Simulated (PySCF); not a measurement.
Nuclear quadrupole coupling in `C[O][Al@@H-]([NH3+])[CH2][SiH3]`

C2H12AlNOSi.
Z-matrix (Å and degrees, PBE0-D3(BJ)/def2-SVP geometry), rows numbered from 1:
```
C 
O   1  1.3818
Al  2  1.7399  1  134.24
N   3  2.0453  2   91.89  1  -169.27
C   3  1.9853  2  115.51  1   -60.05
Si  5  1.8557  3  114.82  2   -99.99
H   1  1.1061  2  110.71  3   171.83
H   1  1.1100  2  112.97  3    52.41
H   1  1.1090  2  112.76  3   -68.82
H   3  1.6037  2  117.65  1    87.05
H   4  1.0214  3  116.48  2   162.96
H   4  1.0222  3  107.52  2    41.44
H   4  1.0209  3  109.13  2   -74.51
H   5  1.1043  3  109.81  2   137.22
H   5  1.1054  3  108.18  2    20.60
H   6  1.4985  5  116.33  3  -179.54
H   6  1.5072  5  110.78  3   -57.91
H   6  1.5047  5  110.79  3    58.30
```

Field gradients from the PBE0/pcSseg-1 density (PySCF, non-relativistic), principal values in atomic units, ordered |Vxx| ≤ |Vyy| ≤ |Vzz|:

| atom | Vxx | Vyy | Vzz |
| --- | --- | --- | --- |
| O2 | -0.7060 | -1.0637 | 1.7697 |
| Al3 | -0.1955 | -0.4897 | 0.6853 |
| N4 | 0.3137 | 0.3380 | -0.6517 |

**Question.** Find the asymmetry η = (Vxx − Vyy)/Vzz and the couplings χ = eQV/h (234.96 MHz × Q in barn × V in au), with Q(17O) = −0.0256 b, Q(27Al) = 0.1466 b, Q(14N) = 0.02044 b.

**Answer.** 
```
atom                        environment  nucleus     η  χzz (MHz)  χxx (MHz)  χyy (MHz)
  O2          oxygen bonded to Al and C      17O  0.20     -10.64       4.25       6.40
 Al3  aluminium bonded to C, N, O and H     27Al  0.43      23.60      -6.74     -16.87
  N4      nitrogen bonded to Al and 3 H      14N  0.04     -3.130      1.507      1.623
```

The gradient is axial or nearly so (η below 0.05) at N4. 

**Question.** What is Vzz at O2 in SI units (1 au = 9.71736 × 10²¹ V/m²)?

**Answer.** 1.7697 au = 17.197 × 10²¹ V/m².

**Question.** What couplings would deuterons (Q(2H) = 0.00286 b) have in place of the hydrogens, at this geometry?

**Answer.** 
```csv
atom,bonded to,bond length (Å),Vzz (au),η,χzz (kHz)
H7,C1,1.106,0.2785,0.06,187
H8,C1,1.110,0.2717,0.08,183
H9,C1,1.109,0.2728,0.07,183
H10,Al3,1.604,0.1035,0.06,70
H11,N4,1.021,0.3679,0.09,247
H12,N4,1.022,0.3661,0.09,246
H13,N4,1.021,0.3720,0.08,250
H14,C5,1.104,0.3011,0.05,202
H15,C5,1.105,0.2999,0.05,202
H16,Si6,1.498,0.1388,0.00,93
H17,Si6,1.507,0.1349,0.04,91
H18,Si6,1.505,0.1363,0.03,92
```

Geometry: PBE0-D3(BJ)/def2-SVP, one conformer, isolated molecule. The basis is small and wasn't made for field gradients, so the couplings can be 20 % off.
